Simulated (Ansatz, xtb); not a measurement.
# BrGeH5SSi: 4 structures ranked

4 gas-phase structures of BrGeH5SSi, from a drawn sample of its isomers (lower ones may exist). Each was relaxed with GFN2-xTB; where two conformers were screened, the lower at r2SCAN-D4/def2-SVP is listed:

A. `[SiH3][Ge@@H]([SH])[Br]`, a singlet
B. `S[Si@@H]([GeH3])Br`, a singlet
C. `[SH][GeH2][SiH2]Br`, a singlet
D. `S[SiH2][GeH2][Br]`, a singlet

Task: Which do you expect lowest at r2SCAN-D4/def2-SVP, and how would the others follow?

Result: Calculated order at r2SCAN-D4/def2-SVP: B (0.0), A (2.0), D (2.0), C (2.1) kcal/mol. Less than 1 kcal/mol parts A and D; D and C, so the order within those pairs means little.

Energies above the lowest of each column, in kcal/mol; the last columns are at B3LYP/def2-SVP geometries:

```tsv
structure	GFN2-xTB	HF/STO-3G	r2SCAN-D4/def2-SVP	B3LYP/def2-SVP	CCSD(T)/def2-SVP + ΔMP2/def2-TZVPP
B	16.9	0.0	0.0	0.0	0.0
A	0.0	2.9	2.0	0.1	2.6
D	6.0	2.9	2.0	0.3	2.3
C	7.4	0.9	2.1	1.1	2.1
```

CCSD(T)/def2-SVP + ΔMP2/def2-TZVPP puts B lowest; GFN2-xTB picks A. CCSD(T)/def2-SVP + ΔMP2/def2-TZVPP orders those it was run on as B (0.0), C (2.1), D (2.3), A (2.6) kcal/mol. Less than 1 kcal/mol parts C and D; D and A, so the order within those pairs means little. Flexible structures stand in one conformer each, not always the lowest. ΔMP2 is the change of the MP2 energy from the smaller to the larger basis.

Over these structures GFN2-xTB departs from r2SCAN-D4/def2-SVP by 5.5 kcal/mol on average once a common shift is removed. A GFN2-xTB relaxation took about 0.08 s and the r2SCAN-D4/def2-SVP energy about 1.4 s on a shared host (Ansatz 0.2.0, xtb 6.7.1).
